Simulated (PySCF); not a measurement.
# Spin states of CsO

Unrestricted PBE0; PySCF, spin-free X2C with a Gaussian nucleus, basis sets Cs x2c-TZVPall, O x2c-TZVPall. Outer shells of the fragments: Cs 6s1; O 2s2 2p4.

Followed along the bond (rough minima from three points):

```json
{"2Ms+1": "2", "unpaired": "σ ↑", "⟨S²⟩ at the start": "0.76", "R at minimum (Å)": "2.28", "Te (eV)": "0.00"}
{"2Ms+1": "2", "unpaired": "π ↑", "⟨S²⟩ at the start": "0.76", "R at minimum (Å)": "2.48", "Te (eV)": "0.15"}
{"2Ms+1": "4", "unpaired": "σ ↑, π ↑↑", "⟨S²⟩ at the start": "3.75", "R at minimum (Å)": "none in the scan", "Te (eV)": "≤ 3.17"}
```

Solutions found at the starting distance of 2.805 Å, counted from the lowest of them; the search is not exhaustive and high or unbound solutions are not listed, so other states can lie among these:

| 2Ms+1 | unpaired | term | E (eV) | ⟨S²⟩ | ⟨Lz²⟩ | μ (D) |
| --- | --- | --- | --- | --- | --- | --- |
| 2 | π ↑ | ²Π | 0.00 | 0.76 | 1.01 | -9.81 |
| 2 | σ ↑ | ²Σ⁺ | 0.17 | 0.76 | 0.00 | -10.34 |
| 4 | σ ↑, π ↑↑ | ⁴Σ⁻ | 2.92 | 3.75 | 0.00 | 0.95 |
| 2 | σ ↓, π ↑↑ | mixed | 2.95 | 1.75 | 0.00 | 1.36 |
| 4 | σ ↑↑, π ↑ | ⁴Π | 2.95 | 3.75 | 1.01 | 1.31 |
| 2 | σ ↑, π ↑↓ | mixed | 3.68 | 1.75 | 2.01 | 1.14 |
| 4 | π ↑↑↑ | ⁴Π | 4.03 | 3.75 | 1.00 | 0.11 |
| 4 | σ ↑, π ↑↑ | mixed | 4.07 | 3.75 | 2.01 | 1.29 |
| 4 | σ ↑, π ↑↑ | mixed | 4.10 | 3.75 | 2.01 | 2.52 |
| 4 | π ↑↑, δ ↑ | ⁴Δ | 4.34 | 3.75 | 4.00 | 0.52 |

A term symbol is given only where ⟨S²⟩ and ⟨Lz²⟩ are close to those of a pure state; real π, δ and φ orbitals otherwise mix terms. A positive dipole means Cs(−)O(+).

Task: Compare the gap between the two lowest followed solutions at the starting distance with the gap between their minima.

Result: At PBE0 the second solution (doublet, unpaired electrons π ↑) lies -0.17 eV from the first (doublet, unpaired electrons σ ↑) at 2.805 Å and +0.15 eV at the minima; the two curves relax by different amounts, since their minima lie near 2.48 and 2.28 Å.

Spin–orbit coupling is left out. Counting both spins, an empty level lies below a filled one in some of these solutions, because spin and occupation are held.
